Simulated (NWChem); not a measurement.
System: MoH4F2; SMILES [MoH4]([F])[F]

```xyz
7

Mo     0.0000     0.0000     0.1099
F     -1.7664     0.0000     0.7537
F      1.7664     0.0000     0.7537
H      0.8438     0.0000    -1.3174
H      0.0000    -1.3805    -0.8078
H      0.0000     1.3805    -0.8078
H     -0.8438     0.0000    -1.3174
```
Atoms are numbered in this order, from 1.

This is a stationary point of PBE-D3(BJ)/def2-SVP with def2 effective core potentials on Mo (NWChem), point group C2v. def2 effective core potentials on Mo; no spin-orbit coupling.

Problem. Is it a minimum? If not, what does it relax to?

Solution. No. It has an imaginary frequency of 133i cm⁻¹. Following that mode (on a finer grid) lowers the energy by 0.6 kcal/mol and ends, with real frequencies alone, at point group Cs:
```xyz
7

Mo     0.0000     0.1050    -0.1560
F     -1.7100    -0.1261     0.5741
F      1.7100    -0.1261     0.5741
H      0.8353    -0.2975    -1.5310
H      0.0000    -1.4275    -0.7507
H      0.0000     1.2939    -1.3366
H     -0.8353    -0.2975    -1.5310
```
